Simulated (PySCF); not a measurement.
Record of a relaxation.

Species: C4H7F2NO.
Atom-mapped SMILES: `[H]/[N:1]=[C:2](/[CH2:3][OH:4])[CH2:5][CH:6]([F:7])[F:8]` (hydrogens: H9 on N1; H10, H11 on C3; H12 on O4; H13, H14 on C5; H15 on C6)

Computed by this run: PySCF 2.14.0, PBE0-D3(BJ)/def2-SVP geometry optimisation, gas phase; density fitting, grid level 1; the optimiser is geomeTRIC in internal coordinates, started from a GFN2-xTB structure. The frame can shift and turn from step to step; on so coarse a grid that alone can change the energy by a few meV, and forces under 0.02 eV/Å are noise.

Step 0: E = -13208.7143 eV, largest atomic force 1.154 eV/Å
```
atom  x, y, z in Å  |  force x, y, z in eV/Å
N1     -1.305   -0.001   -1.246   -0.994   0.111  -0.170
C2     -0.498   -0.329   -0.339    0.818  -0.283   0.262
C3     -1.073   -0.808    0.961   -1.152   0.044  -0.056
O4     -2.468   -0.825    0.963    0.297  -0.015   0.091
C5      1.013   -0.250   -0.420   -0.411   0.793   0.119
C6      1.480    1.154   -0.052    0.525  -0.059   0.222
F7      1.287    1.396    1.266   -0.241  -0.134  -0.022
F8      2.811    1.282   -0.268   -0.122  -0.155  -0.142
H9     -0.904    0.323   -2.121    0.345   0.021  -0.119
H10    -0.696   -1.822    1.162    0.302  -0.181   0.041
H11    -0.707   -0.155    1.768    0.303   0.092   0.120
H12    -2.749   -0.496    0.095    0.178   0.057  -0.174
H13     1.482   -0.959    0.264    0.208  -0.175   0.168
H14     1.351   -0.453   -1.439    0.074  -0.086  -0.230
H15     0.970    1.950   -0.617   -0.130  -0.030  -0.110
```

Step 1: E = -13208.7685 eV, largest atomic force 0.283 eV/Å
```
atom  x, y, z in Å  |  force x, y, z in eV/Å
N1     -1.281    0.083   -1.335    0.134  -0.029  -0.059
C2     -0.495   -0.280   -0.404   -0.176   0.074   0.013
C3     -1.158   -0.824    0.836    0.205  -0.027  -0.011
O4     -2.527   -0.835    0.717   -0.120  -0.003   0.014
C5      1.004   -0.174   -0.424    0.140  -0.109   0.076
C6      1.520    1.112    0.194   -0.221  -0.168  -0.055
F7      1.189    1.149    1.506    0.069   0.082  -0.018
F8      2.862    1.144    0.099    0.059   0.064   0.023
H9     -0.790    0.437   -2.161   -0.039  -0.010   0.056
H10    -0.741   -1.841    1.013   -0.019   0.035  -0.004
H11    -0.809   -0.208    1.692   -0.044  -0.038  -0.017
H12    -2.692   -0.494   -0.183   -0.020   0.014   0.013
H13     1.462   -0.996    0.154   -0.033   0.029  -0.079
H14     1.376   -0.238   -1.459    0.008   0.041   0.033
H15     1.101    2.013   -0.290    0.058   0.042   0.016
```

Step 2: E = -13208.7721 eV, largest atomic force 0.130 eV/Å
```
atom  x, y, z in Å  |  force x, y, z in eV/Å
N1     -1.266    0.086   -1.346   -0.062  -0.028   0.106
C2     -0.498   -0.280   -0.403    0.000   0.018  -0.045
C3     -1.161   -0.839    0.831    0.068   0.036  -0.062
O4     -2.535   -0.845    0.723   -0.041   0.023  -0.078
C5      1.003   -0.178   -0.414    0.079   0.011   0.102
C6      1.516    1.116    0.189   -0.085   0.015   0.012
F7      1.193    1.187    1.501   -0.019  -0.025  -0.011
F8      2.859    1.156    0.095    0.080  -0.018  -0.020
H9     -0.762    0.450   -2.158    0.001  -0.014   0.010
H10    -0.748   -1.859    0.992   -0.025   0.001  -0.013
H11    -0.812   -0.240    1.697    0.010   0.003   0.000
H12    -2.711   -0.481   -0.166    0.009  -0.024   0.038
H13     1.457   -1.000    0.164    0.005   0.004  -0.012
H14     1.381   -0.241   -1.445   -0.003   0.010  -0.003
H15     1.105    2.014   -0.307   -0.017  -0.012  -0.026
```

Step 3: E = -13208.7716 eV, largest atomic force 0.127 eV/Å
```
atom  x, y, z in Å  |  force x, y, z in eV/Å
N1     -1.271    0.081   -1.328    0.057   0.074  -0.086
C2     -0.491   -0.283   -0.395   -0.067  -0.048   0.015
C3     -1.165   -0.847    0.827   -0.009   0.000   0.048
O4     -2.539   -0.842    0.706    0.041  -0.026   0.056
C5      1.013   -0.179   -0.405   -0.046   0.040   0.015
C6      1.518    1.121    0.186   -0.004   0.077   0.041
F7      1.196    1.204    1.498   -0.027  -0.039  -0.015
F8      2.862    1.168    0.090    0.031  -0.028  -0.014
H9     -0.778    0.450   -2.143    0.012   0.011  -0.041
H10    -0.762   -1.872    0.980   -0.012  -0.019   0.001
H11    -0.820   -0.260    1.701    0.016   0.009   0.019
H12    -2.706   -0.467   -0.180    0.038  -0.007  -0.019
H13     1.471   -0.998    0.171    0.001  -0.010   0.022
H14     1.390   -0.240   -1.436   -0.009  -0.011  -0.022
H15     1.103    2.012   -0.319   -0.023  -0.022  -0.018
```

Step 4: E = -13208.7735 eV, largest atomic force 0.040 eV/Å
```
atom  x, y, z in Å  |  force x, y, z in eV/Å
N1     -1.267    0.087   -1.337   -0.002   0.021   0.010
C2     -0.493   -0.281   -0.399    0.018  -0.032  -0.016
C3     -1.160   -0.845    0.828   -0.012   0.007   0.008
O4     -2.534   -0.842    0.713   -0.004  -0.001   0.017
C5      1.009   -0.179   -0.405   -0.007   0.006  -0.011
C6      1.512    1.120    0.188    0.000   0.011   0.015
F7      1.183    1.197    1.498    0.004   0.005  -0.012
F8      2.857    1.165    0.095    0.000   0.006   0.011
H9     -0.767    0.453   -2.150    0.004   0.000  -0.010
H10    -0.757   -1.870    0.980    0.001  -0.008  -0.005
H11    -0.810   -0.256    1.699    0.006  -0.001   0.002
H12    -2.702   -0.470   -0.173   -0.003  -0.006  -0.014
H13     1.465   -0.999    0.172    0.000   0.002   0.011
H14     1.388   -0.241   -1.436   -0.006  -0.008  -0.009
H15     1.096    2.009   -0.319    0.000  -0.003   0.003
```

Step 5: E = -13208.7737 eV, largest atomic force under 0.02 eV/Å
```
atom  x, y, z in Å  |  force x, y, z in eV/Å
N1     -1.265    0.089   -1.337   -0.003   0.002   0.004
C2     -0.492   -0.283   -0.400   -0.002  -0.003   0.000
C3     -1.160   -0.847    0.826   -0.001  -0.007  -0.001
O4     -2.534   -0.843    0.713    0.004   0.011  -0.001
C5      1.010   -0.179   -0.405    0.006   0.000  -0.002
C6      1.510    1.122    0.188    0.001   0.008   0.003
F7      1.177    1.201    1.497   -0.003  -0.002  -0.004
F8      2.855    1.169    0.102   -0.006  -0.002   0.002
H9     -0.765    0.456   -2.150    0.001   0.001   0.001
H10    -0.757   -1.873    0.977    0.003  -0.002  -0.003
H11    -0.807   -0.260    1.698   -0.003  -0.003  -0.002
H12    -2.703   -0.473   -0.174    0.002  -0.005  -0.001
H13     1.466   -0.997    0.176    0.002   0.004   0.005
H14     1.390   -0.243   -1.435   -0.002  -0.003   0.002
H15     1.095    2.010   -0.321    0.001   0.000  -0.003
```

Question: Summarise the path.

Answer: The energy falls by 0.0594 eV from step 0 to step 5; nine tenths of that is first reached at step 1. It rises by more than 0.2 meV at step 3. The largest force goes from 1.154 to under 0.02 eV/Å. Among the bonds C3–O4 changes most, from 1.395 to 1.379 Å; the atoms move by 0.071 Å rms after alignment.

What follows is the cost of the whole optimisation. The run took 41 s on one thread, Intel Xeon 6975P-C (x86_64) (shared host), and the process peaked at 0.69 GiB of memory.
